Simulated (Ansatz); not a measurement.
Harmonic frequencies (cm⁻¹) at PBE0-D4/def2-TZVP from Ansatz: 56, 169, 231, 265, 336, 387, 556, 662, 714, 812, 851, 872, 921, 962, 995, 1068, 1095, 1265, 1349, 1467, 1662, 2255, 3010, 3079, 3525, 3604, 3751.

Each molecule was computed in one conformer, which needn't be the lowest.

Q: Which molecule is it?
A. `NC[SiH](O)F`
B. `N[SiH2]OCF`
C. `NCO[SiH2]F`
D. `N[SiH](F)CO`

A: A.
